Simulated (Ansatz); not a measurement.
The cluster Ge5O5, relaxed as a singlet with RKS r2SCAN-D4/def2-SVP in Ansatz, starting from the GFN2-xTB geometry. Force threshold 0.03 eV/Å.

The structure holds one bond between oxygen atoms, so isomers without such links may lie far lower. Another isomer (singlet) lies 4.39 eV lower at PBE0-D4/def2-TZVP; other spin states weren't run for this one.

Start:

Cartesian coordinates in Å:
```
Ge -0.251 -1.296 1.145
Ge -1.278 -0.162 -2.048
Ge -1.413 1.912 0.388
Ge 0.748 0.656 2.556
Ge 1.748 -1.212 -0.482
O -0.377 1.922 1.743
O -0.013 -1.491 -2.186
O 1.507 -0.194 1.007
O -1.283 0.046 -0.038
O 0.612 -0.180 -2.085
```

```json
{"step": "1", "energy (eV)": "-292779.9242", "largest force component (eV/Å)": "2.184", "SCF passes": "24"}
{"step": "2", "energy (eV)": "-292780.1700", "largest force component (eV/Å)": "1.095", "SCF passes": "22"}
{"step": "3", "energy (eV)": "-292780.2915", "largest force component (eV/Å)": "0.351", "SCF passes": "28"}
{"step": "4", "energy (eV)": "-292780.3133", "largest force component (eV/Å)": "0.284", "SCF passes": "22"}
{"step": "5", "energy (eV)": "-292780.3246", "largest force component (eV/Å)": "0.145", "SCF passes": "22"}
{"step": "6 (rejected)", "energy (eV)": "-292780.3200", "largest force component (eV/Å)": "0.209", "SCF passes": "28"}
{"step": "7", "energy (eV)": "-292780.3314", "largest force component (eV/Å)": "0.077", "SCF passes": "23"}
{"step": "8", "energy (eV)": "-292780.3318", "largest force component (eV/Å)": "0.027", "SCF passes": "23"}
```

Force components are those of the run's own axes.

End:

```
atom   x (Å)   y (Å)   z (Å)
 Ge1  -0.226  -1.239   1.040
 Ge2  -1.155   0.025  -2.026
 Ge3  -1.513   1.871   0.478
 Ge4   0.780   0.660   2.547
 Ge5   1.836  -1.249  -0.491
  O6  -0.442   1.888   1.853
  O7  -0.224  -1.577  -2.207
  O8   1.406   0.011   0.858
  O9  -1.238   0.055  -0.071
 O10   0.778  -0.445  -1.981
```

By distances, no bond broke or formed. The bond that changes most is Ge5–O10, from 2.22 to 2.00 Å (atoms count from 1).

No frequencies were taken in this run, so the end may be a saddle point.

It took 72 s on 4 threads of Arm Neoverse V1 on a shared host.
